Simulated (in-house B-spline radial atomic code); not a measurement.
Configurations of Ni⁺, with energies counted from [Ar] 3d9. Method: non-relativistic Hartree-Fock with fractional occupations, spin-polarised, spherical fractional occupations, point nucleus. Calculated with an all-electron radial atomic-structure program (B-spline basis). Shells without spins written out take the highest spin.

Caution: exact exchange at fractional occupations of open shells leaves self-interaction of up to several eV.

Occupations are held fixed; configurations that lie above the ionisation limit could autoionise.

```tsv
configuration	E - E(ref) (eV)	highest orbital	its <r> (bohr)
[Ar] 3d8 4s1	5.355	4s up	2.661
[Ar] 3d8 4p1	12.516	4p up	3.716
[Ar] 3d(4 up, 4 down) 4s(1 up, 0 down)	12.543	4s up	2.678
[Ar] 3d(5 up, 3 down) 4d(1 up, 0 down)	17.055	4d up	6.62
[Ne] 3s2 3p5 3d10	68.784	3d down	1.064
[Ne] 3s2 3p(3 up, 2 down) 3d(4 up, 5 down) 4p(0 up, 1 down)	89.18	4p down	3.742
```

Q: Order these further configurations by energy, lowest first.
A. [Ar] 3d8 4f1
B. [Ne] 3s2 3p5 3d9 4d1
C. [Ne] 3s2 3p5 3d9 4f1
D. [Ne] 3s2 3p5 3d9 4s1
E. [Ne] 3s2 3p5 3d9 4p1

A: A (18.947 eV), D (78.178 eV), E (85.343 eV), B (89.876 eV), C (91.774 eV).

Q: How far above the reference does [Ne] 3s2 3p(2 up, 3 down) 3d(4 up, 5 down) 4d(1 up, 0 down) lie?

A: 89.939 eV; its least bound orbital is 4d up with <r> = 6.742 bohr.
